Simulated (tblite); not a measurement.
C6H5NOSi (charge +1 and doublet state).
Numbering: `[H]/[N:9]=[CH:8]\[C:7]#[C:6][C:4]([SiH2:3][C:2]=[CH+:1])=[O:5]` (hydrogens: H10 on C1; H11, H12 on Si3; H13 on C8; H14 on N9)

The geometry is computed with GFN2-xTB (gas phase). This method treats the open shell by occupation alone, without spin polarisation.

(1) Give the optimised bond lengths and angles.

Results:

(1) 
```json
{"bond": "C1=C2", "length (Å)": "1.208"}
{"bond": "C2–Si3", "length (Å)": "1.829"}
{"bond": "Si3–C4", "length (Å)": "2.248"}
{"bond": "C4=O5", "length (Å)": "1.169"}
{"bond": "C4–C6", "length (Å)": "1.350"}
{"bond": "C6≡C7", "length (Å)": "1.228"}
{"bond": "C7–C8", "length (Å)": "1.407"}
{"bond": "C8=N9", "length (Å)": "1.256"}
{"bond": "C1–H10", "length (Å)": "1.055"}
{"bond": "Si3–H11, Si3–H12", "length (Å)": "1.457"}
{"bond": "C8–H13", "length (Å)": "1.089"}
{"bond": "N9–H14", "length (Å)": "1.016"}
```

Bonds in one row agree within 0.01 Å and their mean is given. A selection of angles:
```json
{"angle": "C1–C2–Si3", "degrees": "178.0"}
{"angle": "C2–Si3–C4", "degrees": "92.1"}
{"angle": "Si3–C4–O5", "degrees": "108.9"}
{"angle": "Si3–C4–C6", "degrees": "104.9"}
{"angle": "O5–C4–C6", "degrees": "146.2"}
{"angle": "C4–C6–C7", "degrees": "176.2"}
{"angle": "C6–C7–C8", "degrees": "174.9"}
{"angle": "C7–C8–N9", "degrees": "126.1"}
{"angle": "H14–N9–C8", "degrees": "119.7"}
```

Torsions: C2–Si3–C4–O5 81° (synclinal); H14–N9–C8–C7 -6° (synperiplanar). The mirror-image conformer, all signs reversed, is as good.

C4 (carbon bonded to C, O and Si) is planar (angles 146.2°, 108.9° and 104.9°, sum 360.0°, 0.01 Å off the plane of its three neighbours). The 2 C–Si bonds span 1.829 Å (C2–Si3, drawn single in a drawing that doesn't fit all lengths) to 2.248 Å (Si3–C4, drawn single in a drawing that doesn't fit all lengths), a spread of 0.419 Å. C8 (carbon bonded to C, N and H) is planar (angles 126.1°, 118.4° and 115.5°, sum 359.9°, 0.02 Å off the plane of its three neighbours). Si3 (silicon bonded to 2 C and 2 H) has angles from 92.1° to 121.1°. The 4 C–C bonds span 1.208 Å (C1=C2, drawn double in a drawing that doesn't fit all lengths) to 1.407 Å (C7–C8, drawn single in a drawing that doesn't fit all lengths), a spread of 0.199 Å.

Point group: C1 (no symmetry element, even within 0.4 Å). Its lowest GFN2-xTB frequency is 11 cm⁻¹, too small to tell a flat minimum from a shallow saddle.
